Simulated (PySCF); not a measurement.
C2H9AlO.
Structure used (PBE0-D3(BJ)/def2-SVP), in Å, numbered top down from 1:
```xyz
13
C2H9AlO angstrom
C     -0.3393    1.4249    0.2084
O     -0.0797    0.0412    0.3869
C     -1.2263   -0.7881    0.2894
Al     1.6872   -0.6932   -0.2096
H     -0.6969    1.6224   -0.8155
H     -1.0925    1.7558    0.9401
H      0.6052    1.9551    0.3808
H     -1.6705   -0.7188   -0.7173
H     -0.8977   -1.8173    0.4792
H     -1.9660   -0.4861    1.0470
H      1.6054   -2.1189    0.5199
H      1.4607   -0.6777   -1.8013
H      2.6322    0.4496    0.4001
```

The calculation used TDDFT CAM-B3LYP/def2-SVPD, vertical, gas phase, core orbitals frozen in the response in PySCF 2.14.0, density-fitted response routines.

Ground-to-excited transition dipoles (e·a0, same axes as the geometry; the sign carries no meaning), for the states with f of 0.002 or more among the lowest 7:

```json
{"state": "S1", "E (eV)": "6.537", "μx": "-0.085", "μy": "0.026", "μz": "-0.253"}
{"state": "S2", "E (eV)": "6.695", "μx": "-0.099", "μy": "-0.243", "μz": "0.007"}
{"state": "S3", "E (eV)": "7.270", "μx": "0.216", "μy": "-0.066", "μz": "0.669"}
{"state": "S4", "E (eV)": "7.422", "μx": "0.258", "μy": "0.634", "μz": "-0.021"}
{"state": "S5", "E (eV)": "7.729", "μx": "0.078", "μy": "0.210", "μz": "-0.014"}
{"state": "S6", "E (eV)": "8.173", "μx": "0.172", "μy": "-0.041", "μz": "0.530"}
{"state": "S7", "E (eV)": "8.245", "μx": "0.076", "μy": "-0.011", "μz": "0.429"}
```

**Question.** Work out the oscillator strengths.

**Answer.** f = (2/3) ΔE |μ|² with ΔE in hartree (27.2114 eV).

```tsv
state	|μ|² (au)	|μ| (D)	f
S1	0.072	0.68	0.011
S2	0.069	0.67	0.011
S3	0.499	1.80	0.089
S4	0.469	1.74	0.085
S5	0.050	0.57	0.010
S6	0.313	1.42	0.063
S7	0.190	1.11	0.038
```

**Question.** What is the point group, and which symmetry does each of these states have?

**Answer.** Cs. From a totally symmetric ground state, an allowed state transforms like the component of the dipole operator along its μ. Polarised normal to the mirror plane, so A″: S2, S4 and S5. Polarised in the mirror plane, so A′: S1, S3, S6 and S7.

**Question.** What angle do the transition dipoles of S3 and S6 make?

**Answer.** |cos θ| = |μa·μb| / (|μa| |μb|) = 1.00, so θ ≈ 1° (taken between 0 and 90°, since the signs are arbitrary).

**Question.** How is the summed strength of these states shared among x, y and z?

**Answer.** (2/3) Σ ΔE μα² gives 0.031 for x, 0.092 for y and 0.184 for z, 0.307 in all.

**Question.** What peak molar absorption coefficient would the strongest computed level give as a lone Gaussian band 0.3 eV wide at half height?

**Answer.** ε(max) = 2.175×10⁸ f / FWHM, with the width in cm⁻¹. S3: 2.175×10⁸ × 0.0889 / 2420 ≈ 8000 L mol⁻¹ cm⁻¹.

All these states lie below the vertical ionisation energy of 9.84 eV (ΔSCF).

Time: 46 s wall; peak memory 0.71 GiB. Hardware: Arm Neoverse V1, one thread, shared host with 32 logical CPUs at a one-minute load of 13.

Without π bonds the low states may be Rydberg-like; a valence basis with one diffuse set may place them up to an eV too high.
